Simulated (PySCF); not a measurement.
# Reading the logs of faulty runs: GeH9NSi2

Calculated results; nothing here was measured. They come from PySCF 2.14.0, an open-source quantum chemistry program, on an isolated molecule that a program drew, which may never have been made. The molecule is GeH9NSi2 (charge 0, singlet), drawn as the SMILES string `[SiH3][NH][GeH2][SiH3]`.

Each row is a Hartree-Fock (HF) and frozen-core CCSD(T) single point in the cc-pV(D+d)Z basis, meant for a local HF minimum. Run 1 is clean. Each other run has one planted mistake out of seven kinds, and not every kind appears here: one electron removed, one electron added, multiplicity raised by two, geometry at a saddle point, minimal basis STO-3G, one bond length entered in bohr, all coordinates scaled. The reference is restricted for singlets and unrestricted otherwise, and also for a bond in bohr. Adding or removing an electron swaps singlet and doublet. Electrons count all cores. HOMO and LUMO are orbital energies over both spins, the gradient is its largest component, and the lowest frequency (negative if imaginary) is given only where the gradient is small. Bond lengths are over the 12 bonds as drawn. T1 is the CCSD diagnostic: over 0.02 (restricted) or 0.045 (unrestricted) a single reference is doubtful. Germanium has the cc-pVDZ-PP basis, with a core potential (ECP10MDF) in place of its 10 inner electrons, and its 3s, 3p and 3d shells are frozen in CCSD(T).

Geometry of the clean run:
```xyz
13
GeH9NSi2, angstrom
Si   -1.3448    0.0341   -0.4647
N    -0.4179    1.4723   -0.6648
Ge    1.4110    1.7402   -0.8148
Si    2.6637    0.0509    0.3558
H    -1.8265   -0.5599   -1.7381
H    -2.5403    0.3038    0.3694
H    -0.4886   -0.9721    0.2051
H    -0.9476    2.2894   -0.9191
H     1.8257    1.7770   -2.2969
H     1.7005    3.1279   -0.2234
H     2.5329   -1.2674   -0.3045
H     4.0895    0.4582    0.3328
H     2.2117   -0.0529    1.7616
```

| run | electrons | basis functions | <S^2> | HOMO (eV) | LUMO (eV) | gradient (hartree/bohr) | lowest frequency (cm^-1) | mean bond (Å) | longest bond (Å) | T1 | HF (hartree) | CCSD(T) (hartree) | mistake |
|---|---|---|---|---|---|---|---|---|---|---|---|---|---|
| 1 | 76 | 128 | 0.000 | -10.29 | 3.17 | 3.0e-06 | 35 | 1.5799 | 2.407 | 0.0118 | -930.96369 | -931.52718 | no fault |
| 2 | 75 | 128 | 0.765 | -15.48 | -5.93 | 7.9e-02 | - | 1.5799 | 2.407 | 0.0290 | -930.66808 | -931.19678 | one electron removed |
| 3 | 76 | 128 | 2.013 | -3.13 | -0.35 | 1.0e-01 | - | 1.5799 | 2.407 | 0.0258 | -930.76499 | -931.32160 | ? |
| 4 | 76 | 128 | 0.000 | -10.47 | 3.46 | 5.5e-02 | - | 1.4867 | 2.265 | 0.0110 | -930.91582 | -931.47251 | ? |

**Which mistake was planted in run 3, and what did it cost?**

Electrons, basis and geometry are unchanged, and <S^2> is 2.013, beside S(S+1) = 2.00 for a multiplicity of 3. So the mistake is: multiplicity raised by two. Subtracting run 1 and multiplying by 627.51 kcal/mol a hartree, the energy moved by 124.7 kcal/mol in HF and 129.0 kcal/mol in CCSD(T).

**Which mistake was planted in run 4, and what did it cost?**

The mean and the longest bond both change by the same factor, 0.941, and the gradient is no longer small. So the mistake is: all coordinates scaled. Subtracting run 1 and multiplying by 627.51 kcal/mol a hartree, the energy moved by 30.0 kcal/mol in HF and 34.3 kcal/mol in CCSD(T).

